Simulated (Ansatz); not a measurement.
C₆H₁₄N (SMILES [CH2]CN(CC)CC), doublet, geometry from GFN2-xTB; CCSD(T)/STO-3G (Ansatz, a program for electronic structure).

The Ansatz input:
Ansatz 0.2 input:
```yaml
crystal:
  periodic: [false, false, false]
  atoms:
    - {symbol: C, position_ang: [-0.78444055, 2.31390624, -0.21213019]}
    - {symbol: C, position_ang: [-0.92158376, 0.94288145, -0.72618139]}
    - {symbol: N, position_ang: [-0.04394399, 0.01269195, -0.03996213]}
    - {symbol: C, position_ang: [-0.37217413, -1.37418904, -0.32035186]}
    - {symbol: C, position_ang: [-1.54199866, -1.85935503, 0.53025707]}
    - {symbol: C, position_ang: [1.36117018, 0.32312723, -0.25379544]}
    - {symbol: C, position_ang: [2.21178958, -0.09019059, 0.94202307]}
    - {symbol: H, position_ang: [-1.05819233, 3.15268870, -0.82042225]}
    - {symbol: H, position_ang: [-0.49978019, 2.47238166, 0.80799615]}
    - {symbol: H, position_ang: [-0.76276961, 0.92885085, -1.82472144]}
    - {symbol: H, position_ang: [-1.95320338, 0.58673815, -0.56728675]}
    - {symbol: H, position_ang: [-0.59962097, -1.52657484, -1.39133346]}
    - {symbol: H, position_ang: [0.50113629, -1.98333989, -0.08050316]}
    - {symbol: H, position_ang: [-2.46403595, -1.34597804, 0.26894386]}
    - {symbol: H, position_ang: [-1.69149959, -2.92621058, 0.38228199]}
    - {symbol: H, position_ang: [-1.33130743, -1.67312532, 1.57960319]}
    - {symbol: H, position_ang: [1.74752037, -0.15271108, -1.17231933]}
    - {symbol: H, position_ang: [1.43569776, 1.40702297, -0.38063349]}
    - {symbol: H, position_ang: [3.24141303, 0.22568209, 0.79252063]}
    - {symbol: H, position_ang: [1.82551531, 0.37660703, 1.84369834]}
    - {symbol: H, position_ang: [2.20015840, -1.16795700, 1.08298302]}
basis:
  gaussian:
    orbitals: STO-3G
magnetization: {spin_polarized: true, initial_magnetization: 1}
correlation: {method: ccsd_t, electrons: outside_noble_gas}
accuracy: high
```

Q: What does Ansatz print? Leave out banner, timings and long lists.

A: 
```
Functional definition: HF
1157 factors; integrals over basis functions are off by at most 1.9e-9 eV
mean field evaluation 1: about -7787.6548 eV, gradient 1.5e1 eV
mean field evaluation 2: about -7788.1886 eV, gradient 1.5e1 eV
mean field evaluation 4: about -7790.0449 eV, gradient 1.4e0 eV
mean field evaluation 8: about -7790.0713 eV, gradient 4.0e-4 eV
mean field -7790.07127618 eV, -286.2798390997 hartree, gradient 1.7e-8 eV, S^2 0.765003; 0 other end points of the search recorded, 0 dependent functions left out
7 core orbitals not correlated
reference -7790.07127618 eV, -286.2798390997 hartree; 22, 21 occupied and 20, 21 virtual orbitals, 1157 factors
second order -9.11687879 eV of doubles, -0.00000000 eV of singles
cycle   1  -11.13384254 eV  change    -2.0e0 eV  update   9.8e-2
cycle   2  -12.04707993 eV  change   -9.1e-1 eV  update   3.7e-2
cycle   3  -12.12552999 eV  change   -7.8e-2 eV  update   8.9e-3
cycle   4  -12.13367106 eV  change   -8.1e-3 eV  update   3.5e-3
cycle   5  -12.13569070 eV  change   -2.0e-3 eV  update   1.4e-3
cycle   6  -12.13558929 eV  change    1.0e-4 eV  update   4.1e-4
cycle   7  -12.13549731 eV  change    9.2e-5 eV  update   1.5e-4
cycle   8  -12.13554557 eV  change   -4.8e-5 eV  update   4.9e-5
cycle   9  -12.13554833 eV  change   -2.8e-6 eV  update   2.4e-5
cycle  10  -12.13554039 eV  change    7.9e-6 eV  update   8.4e-6
cycle  11  -12.13553984 eV  change    5.5e-7 eV  update   2.8e-6
cycle  12  -12.13554022 eV  change   -3.8e-7 eV  update   9.4e-7
cycle  13  -12.13554009 eV  change    1.3e-7 eV  update   4.1e-7
cycle  14  -12.13553946 eV  change    6.2e-7 eV  update   1.8e-7
cycle  15  -12.13553919 eV  change    2.7e-7 eV  update   9.5e-8
cycle  16  -12.13553911 eV  change    8.3e-8 eV  update   5.6e-8
cycle  17  -12.13553909 eV  change    1.9e-8 eV  update   3.7e-8
cycle  18  -12.13553909 eV  change    5.2e-9 eV  update   2.7e-8
cycle  19  -12.13553897 eV  change    1.2e-7 eV  update   1.2e-7
cycle  20  -12.13553892 eV  change    4.8e-8 eV  update   2.8e-8
cycle  21  -12.13553890 eV  change    1.4e-8 eV  update   8.2e-9
cycle  22  -12.13553890 eV  change    4.9e-9 eV  update   3.4e-9
cycle  23  -12.13553890 eV  change    2.2e-9 eV  update   1.5e-9
perturbative correction -0.09245300 eV, -0.0033975851 hartree
Total energy: -7802.29926808 eV, -286.7292095134 hartree
```
